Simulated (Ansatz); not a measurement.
Geometry optimisation, RHF/def2-SVP (Ansatz 0.2.0).

input.yaml

```yaml
crystal:
  periodic: [false, false, false]
  atoms:
    - { symbol: B, position_ang: [-1.07524, 0.0562, -0.6712] }
    - { symbol: Si, position_ang: [0.596, 0.21278, 0.3125] }
    - { symbol: I, position_ang: [1.3064, -1.96818, 1.28934] }
    - { symbol: H, position_ang: [-1.65395, -0.95376, -0.77046] }
    - { symbol: H, position_ang: [-1.53842, 0.99366, -1.19481] }
    - { symbol: H, position_ang: [0.58268, 1.07453, 1.49699] }
    - { symbol: H, position_ang: [1.78253, 0.58477, -0.46236] }
basis:
  gaussian: { orbitals: def2-SVP }
hamiltonian:
  xc: hf
relax:
  f_tol: 0.015
  max_steps: 40
```

Command:

```bash
$ ansatz run input.yaml --threads 1 --pin off --max-ram 2048MiB --backend cpu --events-out ev --progress --plain --runs-dir out
```

Task: Where does it end, and by what steps?

Result: The forces met the threshold. After 4 steps the energy has fallen by 0.152 eV; Si2 moved furthest, 0.09 Å.

| step | energy less start (eV) | largest force component (eV/Å) | accepted |
| --- | --- | --- | --- |
| 0 | 0.0000 | 1.658 | yes |
| 1 | -0.0904 | 0.534 | yes |
| 2 | -0.1503 | 0.160 | yes |
| 3 | -0.1517 | 0.061 | yes |
| 4 | -0.1521 | 0.007 | yes |

```xyz
7
Properties=species:S:1:pos:R:3
B -1.088 0.047 -0.678
Si 0.660 0.172 0.360
I 1.340 -2.016 1.322
H -1.703 -0.971 -0.794
H -1.517 1.041 -1.194
H 0.537 1.113 1.496
H 1.770 0.613 -0.513
```

Whether the end is a true minimum wasn't checked by a vibrational analysis.

Run time: 5 s on 1 thread of AMD EPYC 9R45 96-Core Processor (Zen 5), with other jobs on the host, peak memory 0.17 GiB.
